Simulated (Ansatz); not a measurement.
Basis-set extrapolation for `NC1(F)N[SiH2]1` (PBE0-D4/def2-TZVP geometry, frozen core, the Gaussian-basis code of Ansatz). Multiplicity 1, RHF reference.

|  | def2-TZVPP | def2-QZVPP |
| --- | --- | --- |
| HF | -538.122583 | -538.143184 |
| MP2 correlation | -0.951358 | -1.025649 |
| CCSD(T) correlation | -1.018460 | not run |

Energies in hartree. Use E(X) = E(∞) + A·exp(−7.88·√X) for Hartree–Fock and E(X) = E(∞) + B·X^(−2.97) for correlation, with X = 3 and 4, and add CCSD(T) minus MP2 of the smaller set to the MP2 limit.

**Question.** What is the CCSD(T) energy at the basis-set limit?

**Answer.** HF limit: -538.143184 + (-0.020601) × 0.13774 = -538.14602. MP2 limit: -1.025649 + (-0.074291) × 0.74074 = -1.08068. Higher-order term: -1.018460 − (-0.951358) = -0.06710. Total: -539.29380 hartree, 401.1 kJ/mol below CCSD(T)/def2-TZVPP.
